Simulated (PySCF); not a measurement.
## InB: frontier orbitals

r²SCAN at R = 2.438 Å; In cc-pVDZ-PP with ECP28, B cc-pVDZ; scalar-relativistic core potentials (PySCF 2.14). State: ³Π (triplet), unpaired electrons σ ↑, π ↑. Only the outer orbitals are listed, counted within each symmetry, core potentials removing the inner ones.

```tsv
spin	orbital	occ.	ε (eV)	on In (%)	main shells (%)
α	5σ	1	-11.09	38	59 B s, 33 In s
α	6σ	1	-7.90	59	54 In s, 32 B s, 9 B p
α	7σ	1	-4.43	41	57 B p, 32 In p, 8 In s
α	3π	1	-4.43	31	69 B p, 30 In p
α	3π	0	-3.62	45	55 B p, 44 In p
α	4π	0	-1.91	71	70 In p, 28 B p
α	4π	0	-1.44	58	56 In p, 42 B p
β	5σ	1	-9.83	52	49 In s, 42 B s
β	6σ	1	-6.61	56	45 In s, 44 B s, 10 In p
β	3π	0	-3.26	48	52 B p, 47 In p
β	3π	0	-2.52	66	66 In p, 33 B p
β	7σ	0	-2.20	38	52 B p, 34 In p, 10 B s
```

Q: Which are the highest filled and the lowest empty level, where do they sit, and how wide is the gap?

A: Highest filled α 3π at -4.43 eV (in %: 69 B p, 30 In p); lowest empty α 3π at -3.62 eV (in %: 55 B p, 44 In p); the gap at r²SCAN is 0.81 eV. Both belong to one degenerate shell, split only by its one-sided filling, so this is no excitation gap.

The bond order (Mayer) is 1.17 and the ⟨S²⟩ is 2.007. The charge on In (Mulliken, basis-dependent) is 0.25 and the charge on In (Löwdin, basis-dependent) is 0.17. The dipole moment (positive dipole means In(−)B(+)) is -1.62 D.

Spin–orbit coupling is left out. The state was picked by a PBE0 search and need not be the measured ground state.
